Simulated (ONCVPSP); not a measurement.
# iridium: excitation energies, all-electron against ONCV

```json
{
 "Element": "Ir",
 "Generator": "ONCVPSP 4.0.1",
 "Type": "optimised norm-conserving Vanderbilt (ONCV)",
 "Functional": "LDA (Perdew-Wang 92)",
 "Relativity": "scalar-relativistic",
 "Frozen core": "[Kr] 4d10 4f14",
 "Valence charge": "17",
 "Reference configuration": "5s2 5p6 5d7 6s2",
 "Partial waves": "5s+6s: rc 1.50 bohr, ncon 5, nbas 9, qcut 8.3 1/bohr, 3 projectors, debl 2.6 Ha; 5p: rc 1.55 bohr, ncon 3, nbas 7, qcut 6.9 1/bohr, 1 projector; 5d: rc 2.00 bohr, ncon 4, nbas 8, qcut 6.5 1/bohr, 1 projector",
 "Local potential": "polynomial inside 1.20 bohr (lpopt 1, dvloc0 -1 Ha)",
 "Core correction": "none"
}
```

Energies are relative to the spin-unpolarised reference configuration 5s2 5p6 5d7 6s2; without spin polarisation the order of configurations can differ from experiment.

| valence configuration | charge | ΔE all-electron (eV) | error AE − PS (meV) |
| --- | --- | --- | --- |
| 5s2 5p6 5d7 6s1 | +1 | 10.177 | -2.9 |
| 5s2 5p6 5d6 6s2 6p1 | 0 | 7.192 | +151 |

Q: What are ΔE and the potential's error for 5s2 5p6 5d7 6s0?

A: ΔE = 28.020 eV all-electron; the error (AE − PS) is -7.2 meV.

Q: What are ΔE and the potential's error for 5s2 5p6 5d6 6s0?

A: ΔE = 58.865 eV all-electron; the error (AE − PS) is -12 meV.
